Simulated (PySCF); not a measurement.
Below is a simulated gas-phase C 1s photoelectron spectrum of `C(=[CH]/[GeH2][CH2][SiH3])/C#C`.

Every computed line was given a Gaussian of 0.4 eV full width at half maximum and an area set by the number of equivalent atoms; the highest printed point is 100. Method used: delta-SCF UKS SCAN, pcX-2 on the ionised atom, pcseg-1 elsewhere, spin-free X2C (PySCF 2.14.0).

binding energy (eV), intensity and a bar:
```
    289.2          0 
    289.3          1 
    289.4          6 ##
    289.5         18 #####
    289.6         39 ############
    289.7         67 ####################
    289.8         89 ###########################
    289.9        100 ##############################
    290.0         99 ##############################
    290.1         89 ###########################
    290.2         70 #####################
    290.3         46 ##############
    290.4         26 ########
    290.5         21 ######
    290.6         31 #########
    290.7         49 ###############
    290.8         62 ###################
    290.9         66 ####################
    291.0         66 ####################
    291.1         61 ##################
    291.2         46 ##############
    291.3         27 ########
    291.4         11 ###
    291.5          3 #
    291.6          1 
    291.7          0
```

Problem. How many maxima does the curve show, and how many computed lines lie under it?

Solution. The curve has 2 maxima (at 289.9 and 290.9 eV). Under it lie 5 lines from 5 inequivalent carbon sites. At this width some lines have no maximum of their own.

Problem. Decompose the envelope and assign each component. Numbering: `[CH:1]#[C:2]/[CH:3]=[CH:4]\[GeH2:5][CH2:6][SiH3:7]`.

Solution. 
```
position (eV)  relative area  line  atoms                  environment
       289.76              1  C 1s     C6  sp3 carbon bound to silicon
       289.95              1  C 1s     C4             alkene CH carbon
       290.17              1  C 1s     C1       terminal alkyne carbon
       290.79              1  C 1s     C2                alkyne carbon
       291.10              1  C 1s     C3             alkene CH carbon
```

The listed C 1s values span 1.34 eV, from C6 (bonded to 2 H, Ge and Si) to C3 (bonded to C (double bond), C and H). Summing the Pauling electronegativity differences to the bonded atoms, each weighted by its formal bond order, gives -1.89 for the lowest site and -0.35 for the highest; the largest sum, 0.00, belongs to C2, 0.31 eV below the top.

Shake-up satellites, vibrational structure and lifetime widths aren't simulated. The unrestricted hole states depart most from a pure doublet (⟨S²⟩ = 0.75; over 0.85 named) for C 1s of C2 (0.93) and C 1s of C3 (0.85), which makes these values less certain. Geometry: PBE0-D3(BJ)/def2-SVP, one conformer, isolated molecule.

The values belong to the conformer `[CH:1]#[C:2]/[CH:3]=[CH:4]\[GeH2:5][CH2:6][SiH3:7]`: C3–C4–Ge5–C6 63°, C4–Ge5–C6–Si7 55°.
